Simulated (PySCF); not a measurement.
Sn(Br)2, Br₂Sn, SMILES [Br][Sn][Br], singlet (CAM-B3LYP/def2-SVP optimised geometry):

```
3

Sn    -1.045    -1.248     0.000
Br     1.491    -1.248     0.000
Br    -1.491     1.248     0.000
```

Computed with CAM-B3LYP/def2-TZVP, def2 effective core potentials past Kr (PySCF).

Problem. What are the frontier orbital energies and the dipole moment?

Solution. HOMO-2 -9.66 eV, HOMO-1 -9.39 eV, HOMO -8.92 eV, LUMO -2.38 eV, LUMO+1 -0.23 eV; dipole moment 3.28 D.

On the same geometry PBE/def2-TZVP, def2 effective core potentials past Kr in PySCF gives HOMO-2 -7.19 eV, HOMO-1 -6.90 eV, HOMO -6.71 eV, LUMO -3.88 eV, LUMO+1 -1.81 eV; dipole moment 2.88 D.
